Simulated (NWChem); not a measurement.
GeH₂ClF; SMILES [GeH2]([Cl])[F]

```xyz
5

Ge    -0.3707     0.4314     0.0000
F      1.0677     1.4103     0.0000
Cl     0.2647    -1.6415     0.0000
H     -1.1244     0.7033     1.3149
H     -1.1244     0.7033    -1.3149
```
Atoms are numbered in this order, from 1.

Program: NWChem. Pople sets run with spherical d functions. Structure relaxed at the B3LYP/6-31G* (spherical d) level. Ions are spin-unrestricted doublets at the neutral geometry; other ion states weren't tried. Functional: LC-ωPBE (HJS hole) with 6-31G*; rows give the range parameter ω in 1/bohr.

**Question.** At which range parameter does −ε(HOMO) equal the ΔSCF ionisation energy (optimal tuning)?

**Answer.** about 0.41 per bohr, by linear interpolation in these runs:
```csv
range parameter (1/bohr),"vertical ionisation energy, ΔSCF (eV)",−ε(HOMO) (eV),ΔSCF minus −ε(HOMO) (eV)
0.25,11.56,10.80,0.76
0.35,11.82,11.57,0.25
0.50,12.00,12.35,-0.35
0.60,12.06,12.69,-0.63
0.80,12.11,13.09,-0.98
```
